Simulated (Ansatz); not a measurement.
Cost and result for the atomization energy of AlH5O3Si, SMILES `[OH][Al]([OH])[O][SiH3]` (10 atoms, 9 bonds).

```csv
atom,x (Å),y (Å),z (Å)
O1,-0.179,-2.055,1.250
Al2,-0.056,-1.205,-0.200
O3,-0.026,-2.050,-1.661
O4,0.035,0.468,-0.151
Si5,0.091,2.002,0.379
H6,-0.233,-3.009,1.274
H7,0.043,-1.618,-2.510
H8,-1.230,2.407,0.930
H9,0.433,2.906,-0.751
H10,1.122,2.154,1.440
```

Charge 0, multiplicity 1. The structure was optimised at the PBE0-D4/def2-TZVP level. It is one conformer, not always the lowest. Program: Ansatz. Hardware: A = 2 threads of an AMD EPYC 7R13 on a shared host; B = 2 threads of an AMD EPYC 7R13 on a shared host and a share of an NVIDIA H100 80 GB. Times are those of one run each, without the atoms' runs, and a repeat can differ threefold. Electronic energies, without spin–orbit coupling; frozen cores. CCSD(T)/CBS extrapolates def2-TZVPP and def2-QZVPP, and its time is that of the two runs behind it. T1 = 0.012. B3LYP takes the VWN-RPA correlation (the form of Gaussian; ORCA's B3LYP/G).

CCSD(T)/CBS is a level of theory with its own doubt, some kJ/mol a heavy atom from the limit and from the frozen cores, so smaller differences don't rank the functionals.

```
                                 level  functions  wall time  atomization (kcal/mol)  difference from CCSD(T)/CBS  per bond
   PBE-D4/def2-TZVPP (with forces) [A]        247      3.2 s                   899.9                         -9.3      -1.0
                CCSD(T)/def2-TZVPP [B]        247      3.6 s                   880.9                        -28.3      -3.1
                PBE0-D4/def2-TZVPP [A]        247      4.4 s                   882.3                        -26.9      -3.0
r2SCAN-D4/def2-TZVPP (with forces) [A]        247      5.5 s                   902.1                         -7.1      -0.8
 B3LYP-D4/def2-TZVPP (with forces) [A]        247      6.5 s                   895.7                        -13.5      -1.5
                 B2PLYP/def2-TZVPP [A]        247      7.5 s                   892.3                        -16.9      -1.9
                ωB97X-V/def2-TZVPP [A]        247        9 s                   902.7                         -6.5      -0.7
  ωB97M-V/def2-TZVPP (with forces) [A]        247       14 s                   902.7                         -6.5      -0.7
                CCSD(T)/def2-QZVPP [B]        461       27 s                   898.1                        -11.1      -1.2
                     CCSD(T)/CBS(def2)          –       30 s                   909.2                          0.0       0.0
```

From PBE to PBE0 (25 % exact exchange), in def2-TZVPP and without D4, the atomization energy moves by −16.9 kcal/mol: exact exchange takes away binding that semilocal exchange gives to molecules. In def2-TZVPP, CCSD(T) changes the Hartree–Fock value by +226.5 kcal/mol (the triples alone add +12.1 kcal/mol) and MP2 by +250.4 kcal/mol; breaking electron pairs costs correlation energy, which Hartree–Fock lacks. The D4 term adds +7.1 kcal/mol with B3LYP and +3.7 kcal/mol with PBE0; it sums over pairs of atoms, weighted by their polarisabilities, and B3LYP, whose exchange is more repulsive, gets the larger term.
